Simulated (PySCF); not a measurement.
PySCF input for Cl2HIOSi, SMILES Cl[Si](O)(I)Cl, B3LYP-D3(BJ)/def2-SVP. Geometry: B3LYP-D3(BJ)/def2-SVP. The structure was generated by enumeration, and PubChem lists no compound with its InChIKey, so it may never have been made. The def2 effective core potentials stand for the cores of I; spin–orbit coupling is left out. The values are those of a single conformer.

```python
import numpy as np
from pyscf import gto, scf, dft, df
from pyscf.hessian import thermo

mol = gto.M(
    atom='''
    O    -1.06681562    1.94664703    0.00000000
    Si   -0.85907586    0.31692113    0.00000000
    Cl   -1.73554375   -0.53204864    1.66157494
    Cl   -1.73554377   -0.53204864   -1.66157494
    I     1.53856067   -0.07929373   -0.00000000
    H    -1.97364090    2.28214904    0.00000000
    ''',
    basis='def2-SVP',
    ecp={'I': 'def2-svp'},
    charge=0,
    spin=0,
    max_memory=1600,
    verbose=3,
)
mf = dft.RKS(mol, xc='b3lyp').density_fit(auxbasis='def2-universal-jkfit')
mf.disp = 'd3bj'
mf.grids.level = 3
mf.conv_tol = 1e-11
mf.max_cycle = 100
mf.kernel()

# [left out here: the lines that compute and print the analytic Hessian (its translational invariance restored by hand, since the grid's response is missing), thermochemistry and intensities]
```

It prints:

```
converged SCF energy = -1583.31565917624

WARN: DFTD3 does not support analytical Hessian, using finite difference


WARN: Mole.unit (angstrom) is changed to Bohr

Mode                                 0                   1                   2
Irrep
Freq [cm^-1]                       98.9986            135.0742            162.4513
Reduced mass [au]                   3.3187             26.2111              1.5896
Force const [Dyne/A]                0.0192              0.2818              0.0247
Char temp [K]                     142.4369            194.3418            233.7312
Normal mode                   x     y     z       x     y     z       x     y     z
       0   O                 0.00  0.00 -0.07    0.08 -0.02  0.00   -0.00 -0.00 -0.01
       1  Si                 0.00  0.00 -0.03    0.01 -0.03 -0.00   -0.00  0.00 -0.06
       2  Cl                 0.08 -0.03 -0.01   -0.09 -0.01 -0.04    0.05  0.01 -0.02
       3  Cl                -0.08  0.03 -0.01   -0.09 -0.01  0.04   -0.05 -0.01 -0.02
       4   I                 0.00  0.00  0.03    0.03  0.02 -0.00   -0.00 -0.00  0.02
       5   H                 0.00  0.00 -0.53    0.10  0.02  0.00   -0.00 -0.00  0.79
Mode                                 3                   4                   5
Irrep
Freq [cm^-1]                      202.5855            212.3144            279.9244
Reduced mass [au]                  15.8139             10.6286              9.0773
Force const [Dyne/A]                0.3824              0.2823              0.4191
Char temp [K]                     291.4755            305.4731            402.7489
Normal mode                   x     y     z       x     y     z       x     y     z
       0   O                -0.09 -0.08  0.00   -0.17  0.05 -0.00    0.00  0.00  0.19
       1  Si                -0.02 -0.07 -0.00   -0.00  0.07  0.00   -0.00  0.00 -0.04
       2  Cl                -0.02  0.05  0.07   -0.02 -0.00 -0.05    0.02  0.05 -0.03
       3  Cl                -0.02  0.05 -0.07   -0.02 -0.00  0.05   -0.02 -0.05 -0.03
       4   I                 0.03 -0.00  0.00    0.03 -0.02 -0.00   -0.00 -0.00  0.00
       5   H                -0.11 -0.14 -0.00   -0.22 -0.08  0.00    0.00  0.00 -0.25
Mode                                 6                   7                   8
Irrep
Freq [cm^-1]                      361.3662            533.8582            600.0372
Reduced mass [au]                  10.6446             15.5959             28.5330
Force const [Dyne/A]                0.8190              2.6189              6.0528
Char temp [K]                     519.9255            768.1030            863.3200
Normal mode                   x     y     z       x     y     z       x     y     z
       0   O                -0.03 -0.09  0.00   -0.01  0.05 -0.00   -0.00  0.00  0.02
       1  Si                 0.10 -0.06  0.00    0.14  0.05  0.00    0.00  0.00 -0.15
       2  Cl                 0.01  0.04 -0.06   -0.03 -0.03  0.05   -0.03 -0.03  0.06
       3  Cl                 0.01  0.04  0.06   -0.03 -0.03 -0.05    0.03  0.03  0.06
       4   I                -0.02  0.00 -0.00   -0.01  0.00  0.00    0.00  0.00  0.00
       5   H                -0.09 -0.23 -0.00   -0.09 -0.15 -0.00   -0.00 -0.00 -0.04
Mode                                 9                  10                  11
Irrep
Freq [cm^-1]                      796.8865            941.4066           3844.6630
Reduced mass [au]                   1.4226              5.0549              1.0668
Force const [Dyne/A]                0.5322              2.6395              9.2907
Char temp [K]                    1146.5423           1354.4744           5531.6141
Normal mode                   x     y     z       x     y     z       x     y     z
       0   O                 0.06  0.10  0.00    0.05 -0.16 -0.00   -0.06  0.02 -0.00
       1  Si                -0.04 -0.04 -0.00   -0.03  0.12  0.00   -0.00 -0.00  0.00
       2  Cl                 0.01  0.00 -0.00   -0.00 -0.00  0.00   -0.00 -0.00  0.00
       3  Cl                 0.01  0.00  0.00   -0.00 -0.00 -0.00   -0.00 -0.00 -0.00
       4   I                 0.00  0.00 -0.00    0.00 -0.00  0.00    0.00  0.00  0.00
       5   H                -0.30 -0.77 -0.00   -0.04 -0.39 -0.00    0.90 -0.36  0.00
temperature 298.1500 [K]
pressure 101325.00 [Pa]
Rotational constants [GHz] 1.77246 0.78621 0.67459
Symmetry number 1
Zero-point energy (ZPE) 0.01861 [Eh]   48864.857 [J/mol]
                           tot       elec      trans        rot        vib
Entropy [J/mol/K]       374.827      0.000    177.248    126.419     71.159
Cv [J/mol/K]             91.830      0.000     12.472     12.472     66.886
Cp [J/mol/K]            100.144      0.000     20.786     12.472     66.886
Internal energy [J/mol]                      3718.434   3718.434  60435.172
Internal energy [Eh]   -1583.28981  -1583.31566
Enthalpy [J/mol]                             6197.391   3718.434  60435.172
Enthalpy [Eh]          -1583.28886
Gibbs free energy [J/mol]                  -46649.180 -33973.424  39219.046
Gibbs free energy [Eh] -1583.33143
static polarisability / bohr^3: [[82.289 -0.737  0.   ]
 [-0.738 50.295  0.   ]
 [-0.    -0.    59.841]]
largest difference of analytic and finite-field dipole derivatives / e: 0.0006981236382115341
mode   freq/cm-1   IR/(km/mol)   Raman/(A^4/amu)   depolarisation
   1       99.00        23.326             3.292            0.750
   2      135.07         1.205             3.202            0.583
   3      162.45        50.807             1.243            0.750
   4      202.59         6.475             4.569            0.430
   5      212.31         2.440             2.814            0.660
   6      279.92        47.443             2.241            0.750
   7      361.37        52.487             9.424            0.000
   8      533.86       173.733             3.826            0.153
   9      600.04       200.995             1.600            0.750
  10      796.89       254.249             1.512            0.277
  11      941.41        86.582             3.943            0.241
  12     3844.66       133.471           167.404            0.318
max |gradient| / (hartree/bohr): 2.5327867023115964e-05
APT charges: [-0.9154  2.0493 -0.5657 -0.5657 -0.3328  0.3302]
```

The calculation finished and met its thresholds.

Cost: around 2.9 core-minutes (rough).
